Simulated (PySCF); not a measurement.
Gas-phase equilibrium of 1 mol HF, 2.1 mol H2O at 1200 K and 0.0100 bar, among 15 species (O2, F2, O, F, HO2, HOF, H2O, H, FO, H2O2, O3, HF, H2, F2O, OH). Only gases are allowed; each row takes one source of thermochemistry for all species, and Cantera finds the minimum.

Method: PySCF energies plus ideal-gas RRHO corrections (1 bar). 'Table' is the NASA 1993 thermochemical table (part measured, part estimated). † marks an energy on the PBE0/def2-TZVP geometry and frequencies; other levels use their own. Open shells (unrestricted) among the columns below: O2 (multiplicity 3), O (multiplicity 3, electronic degeneracy 9), F (multiplicity 2, electronic degeneracy 6), H (multiplicity 2), OH (multiplicity 2, electronic degeneracy 4); the rest are closed-shell singlets. Spin-orbit splitting is ignored; it lowers the true energy and changes the entropy of O, F, OH. The harmonic model lacks anharmonicity and excited electronic states, which grow with temperature; levels with a mode under 35 cm⁻¹ are left out. The table's entry may be an old estimate for OH (not checked at source).

Molecules larger than those listed are left out. Also missing: (HF)n, which can matter at low temperature or high pressure. Table species left out: FO2, H2F2, H3F3, H4F4.

Mole fractions:

```
thermochemistry     x H2O  x HF     x H2      x O    x OH     x O2     x H      x F
------------------  -----  ----  -------  -------  ------  -------  ------  -------
table                0.68  0.32   2.5e-5  8.7e-10  2.1e-6   1.2e-5  9.9e-9  2.3e-10
HF/def2-TZVP†        0.65  0.32    0.014   0.0098  0.0078   2.2e-7  5.8e-5   1.1e-5
PBE/def2-TZVP†       0.68  0.32  0.00027  2.6e-11  1.1e-6  0.00013  9.4e-8  5.7e-11
PBE0/def2-QZVP†      0.68  0.32   5.3e-5  6.4e-10  4.0e-6   2.6e-5  4.4e-8  4.1e-10
PBE0/def2-TZVP       0.68  0.32  0.00012  9.2e-10  5.0e-6   5.8e-5  6.8e-8  6.1e-10
LDA/def2-TZVP†       0.68  0.32   2.9e-5   <1e-12  1.1e-8   1.5e-5  5.3e-9   <1e-12
ωB97X-V/def2-TZVP†   0.68  0.32  0.00017  7.1e-10  4.3e-6   8.2e-5  4.1e-8  5.1e-10
```
The most sensitive of these is O: it spans a factor of 10^10.0 over these rows; at this temperature one factor of ten is RT ln 10 = 23 kJ/mol.
